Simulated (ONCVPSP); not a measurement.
## An all-electron radial function and its pseudo partner (scandium (Sc))

Columns: radius, all-electron u(r) and pseudo u(r) of the 3s shell (level -54.88 eV) of scandium in the configuration [Ne] 3s2 3p6 3d1 4s2; PBEsol, scalar-relativistic, ONCV scheme, ONCVPSP 4.0.1.

```
r (bohr)  all-electron  pseudo
   0.113       -0.1219  0.1591
   0.225       -0.5567  0.3173
   0.338       -0.3443  0.4757
   0.450        0.1079  0.6263
   0.563        0.5368  0.7634
   0.675        0.8394  0.8745
   0.788        1.0110  0.9523
   0.900        1.0721  0.9894
   1.013        1.0559  0.9854
   1.125        0.9914  0.9447
   1.238        0.8996  0.8747
   1.350        0.7975  0.7870
   1.463        0.6935  0.6904
   1.575        0.5955  0.5950
   1.688        0.5051  0.5050
   1.800        0.4254  0.4253
   1.913        0.3552  0.3552
   2.025        0.2954  0.2954
   2.138        0.2442  0.2442
   2.250        0.2014  0.2014
   2.363        0.1654  0.1654
   2.475        0.1357  0.1357
   2.588        0.1109  0.1109
   2.700        0.0906  0.0906
   2.813        0.0738  0.0738
   2.925        0.0601  0.0601
```

(1) How many radial nodes do the two functions have?

(2) At about which radius was the pseudo-wave matched?

(3) Is the pseudo-wave norm-conserving?

Answers

(1) The all-electron 3s function has n − l − 1 = 2 (the table is too coarse to show those close to the nucleus); the pseudo-wave has 0, since the states of the same l below it are removed with the core.

(2) 1.75 bohr, where the columns begin to agree (steps of 0.11 bohr).

(3) Yes: the ONCV scheme keeps the norm inside the radius equal to the all-electron one, which fixes the energy derivative of the logarithmic derivative at the level.
